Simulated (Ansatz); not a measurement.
Isolated molecules relaxed with PBE0-D4/def2-TZVP in Ansatz; ΔE leaves out vibrations. CCSD(T)/CBS is the MP2 limit (def2-TZVPP, def2-QZVPP) plus CCSD(T) − MP2 in def2-TZVPP, frozen cores. DFT in def2-TZVPP. B3LYP here is the variant with VWN-RPA as its local correlation; programs differ in this. def2 core potentials past Kr. For In outer-core shells are correlated without core-valence functions, which leaves a few kJ/mol of doubt a bond. Each species was taken in one conformer, which may not be the lowest.

Consider the substitution at a C–N bond: `CN(C)BO` + `[OH][In]([OH])[SH]` → `C[O][In]([OH])[SH]` + `CNBO`.

Q: Is it downhill or uphill in electronic energy at CCSD(T)/CBS, and by how much? (Estimate.)

A: The calculation gave: Uphill: ΔE = +43.0 kJ/mol.

Q: What do these levels give: r2SCAN-D4, PBE0-D4, B3LYP-D4, ωB97X-V, B2PLYP, PBE, CCSD(T)/def2-TZVPP, HF/def2-QZVPP, MP2/def2-QZVPP, HF/CBS(def2), MP2/CBS(def2), CCSD/CBS(def2)? (Estimate.)

A: The calculation gave: r2SCAN-D4 39.8, PBE0-D4 41.3, B3LYP-D4 37.3, ωB97X-V 39.2, B2PLYP 38.4, PBE 38.0, CCSD(T)/def2-TZVPP 42.3, HF/def2-QZVPP 28.6, MP2/def2-QZVPP 47.8, HF/CBS(def2) 28.5, MP2/CBS(def2) 48.2, CCSD/CBS(def2) 41.6 kJ/mol.

Largest T1 diagnostic among the species: 0.016.

The D4 term adds +3.5 kJ/mol with B3LYP and +1.8 kJ/mol with PBE0; it sums over pairs of atoms, weighted by their polarisabilities, and B3LYP, whose exchange is more repulsive, gets the larger term. In def2-TZVPP, CCSD(T) changes the Hartree–Fock value by +13.4 kJ/mol (the triples alone add +1.4 kJ/mol) and MP2 by +18.5 kJ/mol.
